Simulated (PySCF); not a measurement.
Titanium: a sound run and one with changed settings

Sound run: Ti²⁺ [Ar] 3d2, Ti³⁺ [Ar] 3d1. Calculation: PySCF 2.14, in cc-pVDZ-DK; scalar relativity by spin-free X2C-1e. The sound run starts from symmetry-adapted Hartree-Fock orbitals and uses a fine grid where one is needed.

A second run was set up differently.

```tsv
species	method	sound run (hartree)	changed run (hartree)	converged
Ti²⁺	UHF	-852.06411	-851.89186	no
Ti²⁺	B3LYP	-852.97425	-852.97425	no
Ti²⁺	PBE0	-852.76570	-852.76570	no
Ti³⁺	UHF	-851.07486	-851.07486	no
Ti³⁺	B3LYP	-851.92922	-851.92922	no
Ti³⁺	PBE0	-851.72671	-851.72671	no
```

Q: What was changed?
A. all electrons correlated in a valence basis
B. too few SCF iterations
C. level shift left on
D. minimal basis

A: B. It used initial guess minao, at most 5 SCF cycles. The SCF was stopped early; the energies are upper bounds that still move, and correlated levels were skipped or rest on poor orbitals.
